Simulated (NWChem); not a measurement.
Species: GaHOF₂; SMILES [OH][Ga]([F])[F]

```xyz
5

Ga    -0.0005     0.0058     0.0000
F     -1.6282    -0.6079     0.0000
F      0.1999     1.7254     0.0000
O      1.3910    -1.0698     0.0000
H      1.1429    -2.0017     0.0000
```
Atoms are numbered in this order, from 1.

Computed with NWChem. All runs use the structure optimised with PBE0/def2-SVP. Static field.

```tsv
level	isotropic polarisability (bohr³)	anisotropy (bohr³)
PBE/aug-cc-pVDZ	31.3	9.6
B3LYP/aug-cc-pVDZ	29.1	8.9
LC-BLYP (range parameter 0.33 per bohr)/aug-cc-pVDZ	29.4	8.7
Hartree-Fock/aug-cc-pVDZ	___	___
```

Problem. Fill in the missing entries.

Solution. 
- Hartree-Fock/aug-cc-pVDZ, isotropic polarisability (bohr³): 23.1
- Hartree-Fock/aug-cc-pVDZ, anisotropy (bohr³): 5.8
